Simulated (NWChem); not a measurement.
Correlation energy of C₂H₄NO

SMILES: C[N]C=O
```xyz
8

C     -1.4420    -0.2785     0.0543
N     -0.2799    -0.3301    -0.7628
C      0.9285    -0.0545    -0.1776
O      1.0718     0.7163     0.7519
H     -2.2300     0.3068    -0.4472
H     -1.8450    -1.3071     0.1373
H     -1.2486     0.1119     1.0680
H      1.7899    -0.5330    -0.6945
```
Charge 0, spin multiplicity 2.

Program: NWChem. Structure: optimised with UPBE0/def2-SVP, a minimum by its harmonic frequencies. It is one conformer; others weren't searched.

Basis set: STO-3G. Each correlation energy counts from its own Hartree-Fock reference.

The correlated methods keep 4 core orbitals frozen. The structure started from a generated list of species. No SCF solution was tested for a lower state. Open-shell Hartree-Fock references start from PBE0 orbitals. No row is a measurement; the coupled-cluster row has its own basis-set and correlation limits.

Task: For the correlation energy, CCSD on ROHF gives -249.1 mHa and CCSD[T] on ROHF gives -254.8 mHa. What do CCSD(T) on ROHF give?

Result: CCSD(T) on ROHF: -254.0 mHa.
